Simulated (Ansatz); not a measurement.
CH$_{3}$BrOSSi (`S[Si@@H]1O[C@H]1Br`), relaxed with RKS PBE0-D4/def2-TZVP in Ansatz from a PBE-D4/def2-SVP geometry. The force threshold is 0.005 eV/Å; the program also tests the step.

Charge 0, multiplicity 1.

Start:

```xyz
8

S    -1.382    0.202    1.913
Si   -0.131   -0.409    0.297
O     1.347    0.449    0.054
C     0.428    0.748   -1.006
Br    0.966    0.102   -2.785
H    -1.331   -1.021    2.517
H    -0.062   -1.887    0.121
H     0.166    1.817   -1.111
```

Question: How much energy does the relaxation release, and in how many steps? (Estimate.)

Answer: The calculation gave: 8.20 kJ/mol, in 14 steps, 2 of them rejected.

Question: Which bonds change most? (An estimate is asked.)

Answer: Computed: Si2–O3 from 1.727 to 1.664 Å; C4–Br5 from 1.968 to 1.931 Å; Si2–C4 from 1.830 to 1.802 Å; S1–Si2 from 2.133 to 2.105 Å.

Question: Give the relaxed structure. (Estimate.)

Answer: The calculation gave: 
```xyz
8

S    -1.132    0.205    2.051
Si   -0.041   -0.375    0.346
O     1.345    0.493    0.039
C     0.383    0.730   -1.013
Br    0.917    0.060   -2.743
H    -1.574   -1.046    2.265
H    -0.006   -1.839    0.177
H     0.108    1.774   -1.122
```
